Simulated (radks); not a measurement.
The numbers below are computed, except where a source is named.
Problem. Species: Ne. Configuration: [He] 2s2 2p5.75 3s0.25 (fractional occupations, a model configuration). Code: a radial shooting solver on a logarithmic mesh with Libxc functionals. Model: non-relativistic Kohn-Sham, r2SCAN, spin-polarised, spherical densities, point nucleus; open shells are filled with parallel spins first; meta-GGA in the generalised Kohn-Sham scheme. Some entries of the table are withheld. Estimate them.

| orbital | occ. | eigenvalue (hartree) | <1/r> (bohr^-1) |
|---|---|---|---|
| 1s up | 1 | -30.89710 | (1) |
| 1s down | 1 | -30.88687 | (2) |
| 2s up | 1 | -1.53676 | 1.651 |
| 2s down | 1 | -1.51539 | 1.645 |
| 2p up | 3 | (3) | (4) |
| 2p down | 2.75 | (5) | (6) |
| 3s up | 0.25 | -0.04126 | 0.1969 |

Solution. 
(1) 1s up <1/r> (bohr^-1): 9.605
(2) 1s down <1/r> (bohr^-1): 9.607
(3) 2p up eigenvalue (hartree): -0.64099
(4) 2p up <1/r> (bohr^-1): 1.467
(5) 2p down eigenvalue (hartree): -0.61867
(6) 2p down <1/r> (bohr^-1): 1.459
